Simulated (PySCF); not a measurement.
**Finite-field polarisability of He (helium, neutral)**

1s2, closed-shell 1S. Computed with PySCF 2.14 in dyall-acv3z, with no relativity, point nucleus. Frozen: nothing. Energy changes in a uniform field (μhartree):

```csv
axis,F (au),HF,MP2,CCSD,CCSD(T)
x,0.012,-94.134,-96.851,-98.624,-98.624
x,0.024,-376.693,-387.581,-394.689,-394.689
```

Question: Derive α along x at CCSD(T) from the two fields.

Answer: With ΔE = −αF²/2 − γF⁴/24, α = −(16 ΔE(F) − ΔE(2F))/(6F²) = 1.370 bohr³.

Question: And the mean polarisability at each level?

Answer: HF 1.307, MP2 1.345, CCSD 1.370, CCSD(T) 1.370 bohr³. Reference: 1.384 bohr³ (recommended; Schwerdtfeger and Nagle, table of static dipole polarizabilities (2023 update)).
